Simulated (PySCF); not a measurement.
# C₆ coefficients of unlike pairs at PBE

Calculated with PySCF 2.14 from the dipole response of each species, C₆(A,B) = (3/π) ∫ α_A(iu) α_B(iu) du, in atomic units, from isotropic polarisabilities. For ions this is the dispersion term alone; charge-induced terms of lower order in 1/R come first.

| species | configuration | basis | relativity | α (bohr³) | C₆ (like pair) |
| --- | --- | --- | --- | --- | --- |
| S³⁺ | [Ne] 3s2 3p1 (2P) | aug-cc-pCVTZ-DK with one added diffuse shell each of s, p, d, f type (9s8p6d4f) | spin-free X2C | 5.297 | 14.05 |
| Hg⁺ | [Xe] 4f14 5d10 6s1 (2S) | def2-TZVPPD with the def2 core potential (60 electrons) (6s6p3d2f1g) | core potential | 17.74 | 122.4 |
| O⁺ | [He] 2s2 2p3 (4S) | aug-cc-pwCVDZ (5s4p2d) | none | 2.639 | 5.277 |
| P³⁺ | [Ne] 3s2 (1S) | def2-TZVPPD (6s5p4d1f) | none | 6.695 | 16.86 |

Task: Estimate C₆ for P³⁺ with Hg⁺.

Result: The integral gives 44.74. The combination rule 2 C_A C_B / (C_A α_B/α_A + C_B α_A/α_B) gives 45.41 and the geometric mean 45.42.

No spin-orbit coupling is included.

The other pairs:

```csv
pair,C₆
"Hg⁺, S³⁺",41.10
"P³⁺, S³⁺",15.25
"O⁺, S³⁺",8.395
"P³⁺, O⁺",8.863
"O⁺, Hg⁺",24.81
```
